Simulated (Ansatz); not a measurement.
Input file for Ansatz (a program for electronic structure): R-PBE0/def2-TZVPP on C4H4 (SMILES C#CC=C).

Ansatz 0.2 input:
```yaml
crystal:
  periodic: [false, false, false]
  atoms:
    - {symbol: C, position_ang: [-1.14846195, 0.75024519, 0.54775508]}
    - {symbol: C, position_ang: [-0.58892953, -0.32395491, -0.01127388]}
    - {symbol: C, position_ang: [0.78767424, -0.43094735, -0.34121864]}
    - {symbol: C, position_ang: [1.94843923, -0.55252049, -0.63238579]}
    - {symbol: H, position_ang: [-0.56686441, 1.62988073, 0.78964785]}
    - {symbol: H, position_ang: [-2.20555483, 0.76924510, 0.77506500]}
    - {symbol: H, position_ang: [-1.20113269, -1.19057075, -0.24143779]}
    - {symbol: H, position_ang: [2.97492992, -0.65147751, -0.88635182]}
basis:
  gaussian:
    orbitals: def2-TZVPP
hamiltonian:
  xc: {name: PBE0}
scf: {lower_state_search: off}
```

Program output:

```
WARN ansatz: RAYON_NUM_THREADS=4 ignored (pool sized by the plan → 4); use --threads N
Functional definition: PBE0
these checks for a lower state are left out or cut short: stability, starts, cluster_reference, orbital_swaps, neighbouring_geometries, increment
integrals: 0.06 GiB planned
956 factors; their error is unknown
mean field: 0.72 GiB planned
mean field evaluation 1: about -4200.3882 eV, gradient 5.1e1 eV
mean field evaluation 2: about -4200.5947 eV, gradient 4.9e1 eV
mean field evaluation 4: about -4206.7088 eV, gradient 4.1e0 eV
mean field evaluation 8: about -4206.7526 eV, gradient 5.6e-2 eV
mean field evaluation 16: about -4206.7526 eV, gradient 2.0e-6 eV
mean field -4206.75257730 eV, -154.5953057765 hartree, gradient 2.0e-6 eV, S^2 0.000000; 0 other end points of the search recorded, 0 dependent functions left out
reference -4206.75260482 eV, -154.5953067880 hartree; 14, 14 occupied and 166, 166 virtual orbitals, 956 factors
Total energy: -4206.75260482 eV, -154.5953067880 hartree
Checks for a lower state left out: stability, starts, cluster_reference, orbital_swaps, neighbouring_geometries, increment
```

The run converged.

Cost: very roughly 2.1 core-seconds.
